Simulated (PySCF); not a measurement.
Hf(OH)4 anion (H4HfO4), SMILES [OH][Hf]([OH])([OH])[OH] (connectivity only; charge and spin as stated), charge -1, multiplicity 2.

Geometry: PBE-D3(BJ)/def2-SVPD. The spin state was assumed, not searched. The isomer is the one that the SMILES or the coordinates give; other isomers of the formula were not compared. The def2 effective core potentials stand for the cores of Hf; spin–orbit coupling is left out. Other conformers were not sampled.

These are PySCF with CAM-B3LYP/def2-SVPD values and carry that method's errors.

 A positive occupied level means that this level leaves the electron formally unbound; only the finite basis holds it.

```yaml
total_energy: -351.23278 hartree
point_group: C2
"α spin, highest occupied and lowest empty level": 0.15 and 4.09 eV
"β spin, highest occupied and lowest empty level": -5.61 and 3.47 eV
dipole_moment_about_the_centre_of_nuclear_charge: 0.81 D
mean_static_polarisability: 174.6 bohr³ (25.87 Å³)
polarisability_principal_values: 150.5, 171.1, 202.0 bohr³
"⟨S²⟩": 0.751 (pure state 0.75)
```
